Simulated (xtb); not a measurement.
AlI₃, charge -1, doublet, from a rough starting geometry (GFN-xTB shapes and energies of metal compounds can be far from the true ones) (a state made from the parent by changing its charge; the spin is typed, not shown lowest); xtb with GFN2-xTB.

xtb was given this input:
```
$ xtb mol.xyz --gfn 2 --chrg -1 --uhf 1 --opt vtight --json

# file mol.xyz
4

Al     0.03473692    -0.04096410    -0.00139723
I     -2.07336843    -1.45906235    -0.06485609
I      0.02408004     2.25772516    -1.19588979
I      2.05859072    -0.77331501     1.20583626
```

Question: Predict the main parts of the log of this xtb run.

Answer: 
```
   ID    Z sym.   atoms
    1   13 Al     1
    2   53 I      2-4

           -------------------------------------------------
          |                Calculation Setup                |
           -------------------------------------------------

           -------------------------------------------------
          |                 G F N 2 - x T B                 |
           -------------------------------------------------

          ...................................................
          :                      SETUP                      :
          :.................................................:
          :  # basis functions                  40          :
          :  # atomic orbitals                  36          :
          :  # shells                           12          :
          :  # electrons                        25          :
          :  max. iterations                   250          :
          :  Hamiltonian                  GFN2-xTB          :
          :  restarted?                      false          :
          :  GBSA solvation                  false          :
          :  PC potential                    false          :
          :  electronic temp.          300.0000000     K    :
          :  accuracy                    1.0000000          :
          :  -> integral cutoff          0.2500000E+02      :
          :  -> integral neglect         0.1000000E-07      :
          :  -> SCF convergence          0.1000000E-05 Eh   :
          :  -> wf. convergence          0.1000000E-03 e    :
          :  Broyden damping             0.4000000          :
          :  net charge                         -1          :
          :  unpaired electrons                  1          :
          ...................................................

 iter      E             dE          RMSdq      gap      omega  full diag
   1    -12.8765116 -0.128765E+02  0.102E+01    0.57       0.0  T
   2    -12.8752717  0.123995E-02  0.113E+01    1.20       1.0  T
   3    -12.9180129 -0.427412E-01  0.761E+00    1.25       1.0  T
   4    -12.8870191  0.309938E-01  0.753E+00    1.77       1.0  T
   5    -12.9274383 -0.404191E-01  0.193E+00    1.88       1.0  T
   6    -12.9270342  0.404075E-03  0.123E+00    1.84       1.0  T
   7    -12.9284591 -0.142485E-02  0.551E-01    1.82       1.0  T
   8    -12.9284950 -0.359196E-04  0.414E-01    1.79       1.0  T
   9    -12.9286065 -0.111521E-03  0.150E-01    1.77       1.0  T
  10    -12.9286086 -0.207432E-05  0.785E-02    1.79       1.0  T
  11    -12.9286171 -0.853134E-05  0.309E-02    1.79       1.6  T
  12    -12.9286187 -0.161951E-05  0.121E-02    1.79       4.1  T
  13    -12.9286188 -0.723068E-07  0.102E-02    1.79       4.9  T
  14    -12.9286190 -0.160099E-06  0.505E-03    1.79       9.9  T
  15    -12.9286190 -0.171524E-07  0.159E-03    1.79      31.4  T
  16    -12.9286190 -0.241499E-08  0.438E-04    1.79     114.1  T
  17    -12.9286190 -0.112177E-09  0.236E-04    1.79     211.7  T

   *** convergence criteria satisfied after 17 iterations ***

         :::::::::::::::::::::::::::::::::::::::::::::::::::::
         ::                     SUMMARY                     ::
         :::::::::::::::::::::::::::::::::::::::::::::::::::::
         :: total energy             -12.891043203862 Eh    ::
         :: gradient norm              0.069109368389 Eh/a0 ::
         :: HOMO-LUMO gap              1.786085163208 eV    ::
         ::.................................................::
         :: SCC energy               -12.928616755130 Eh    ::
         :: -> isotropic ES            0.117331245418 Eh    ::
         :: -> anisotropic ES         -0.005530882892 Eh    ::
         :: -> anisotropic XC         -0.011837965568 Eh    ::
         :: -> dispersion             -0.005401990000 Eh    ::
         :: repulsion energy           0.037573551267 Eh    ::
         :: add. restraining           0.000000000000 Eh    ::
[...]
 * total energy  :   -12.8910432 Eh     change       -0.5531220E-10 Eh
 * total energy  :   -12.9011371 Eh     change       -0.1009394E-01 Eh
 * total energy  :   -12.9027203 Eh     change       -0.1583180E-02 Eh
 * total energy  :   -12.9041623 Eh     change       -0.1442025E-02 Eh
 * total energy  :   -12.9042131 Eh     change       -0.5074101E-04 Eh
 * total energy  :   -12.9044247 Eh     change       -0.2115649E-03 Eh
 * total energy  :   -12.9044269 Eh     change       -0.2215003E-05 Eh
 * total energy  :   -12.9044383 Eh     change       -0.1140220E-04 Eh
 * total energy  :   -12.9044385 Eh     change       -0.2233805E-06 Eh
 * total energy  :   -12.9044387 Eh     change       -0.1997317E-06 Eh
 * total energy  :   -12.9044388 Eh     change       -0.7268091E-07 Eh
   *** GEOMETRY OPTIMIZATION CONVERGED AFTER 11 ITERATIONS ***
         :: total energy             -12.904438768898 Eh    ::
[...]
         1        2.0000           -0.5729815             -15.5916
         2        2.0000           -0.5729596             -15.5910
         3        2.0000           -0.5655769             -15.3901
         4        2.0000           -0.3256884              -8.8624
         5        2.0000           -0.2715023              -7.3880
         6        2.0000           -0.2710187              -7.3748
         7        2.0000           -0.2681836              -7.2976
         8        2.0000           -0.2678102              -7.2875
         9        2.0000           -0.2676396              -7.2828
        10        2.0000           -0.2674264              -7.2770
        11        2.0000           -0.2625932              -7.1455
        12        2.0000           -0.2570212              -6.9939
        13        1.0000           -0.1333033              -3.6274 (HOMO)
        14                         -0.0660813              -1.7982 (LUMO)
        15                          0.0041868               0.1139
        16                          0.0088570               0.2410
        17                          0.0503338               1.3697
        18                          0.0516528               1.4055
        19                          0.1341464               3.6503
        20                          0.1554674               4.2305
        21                          0.1572902               4.2801
        22                          0.2033461               5.5333
        23                          0.2034975               5.5374
        24                          0.2041497               5.5552
       ...                                ...                  ...
        36                          1.2478368              33.9554
      -------------------------------------------------------------
                  HL-Gap            0.0672220 Eh            1.8292 eV
             Fermi-level           -0.1474273 Eh           -4.0117 eV

     #   Z          covCN         q      C6AA      α(0)
     1  13 Al       2.432     0.264   100.476    20.784
     2  53 I        0.811    -0.422   404.029    34.700
     3  53 I        0.812    -0.421   403.996    34.699
     4  53 I        0.811    -0.422   404.037    34.700

 Mol. C6AA /au·bohr⁶  :       4916.569018
 Mol. C8AA /au·bohr⁸  :     454315.220128
 Mol. α(0) /au        :        124.882579

Wiberg/Mayer (AO) data.
largest (>0.10) Wiberg bond orders for each atom

 ---------------------------------------------------------------------------
     #   Z sym  total        # sym  WBO       # sym  WBO       # sym  WBO
 ---------------------------------------------------------------------------
     1  13 Al   2.979 --     3 I    0.993     2 I    0.993     4 I    0.993
     2  53 I    1.049 --     1 Al   0.993
     3  53 I    1.049 --     1 Al   0.993
     4  53 I    1.049 --     1 Al   0.993
 ---------------------------------------------------------------------------

Topologies differ in total number of bonds
Writing topology from bond orders to xtbtopo.mol

molecular dipole:
                 x           y           z       tot (Debye)
 q only:       -0.016      -0.009       0.036
   full:       -0.013      -0.022       0.043       0.128
molecular quadrupole (traceless):
                xx          xy          yy          xz          yz          zz
 q only:       -5.865      -3.511      -3.007      -6.875       8.753       8.872
  q+dip:       -9.707      -5.830      -5.016     -11.398      14.541      14.723
   full:       -9.617      -5.715      -4.838     -11.225      14.227      14.455

optimized geometry written to: xtbopt.xyz

           -------------------------------------------------
          | TOTAL ENERGY              -12.904438768898 Eh   |
          | GRADIENT NORM               0.000029914385 Eh/α |
          | HOMO-LUMO GAP               1.829203897322 eV   |
           -------------------------------------------------

normal termination of xtb
```
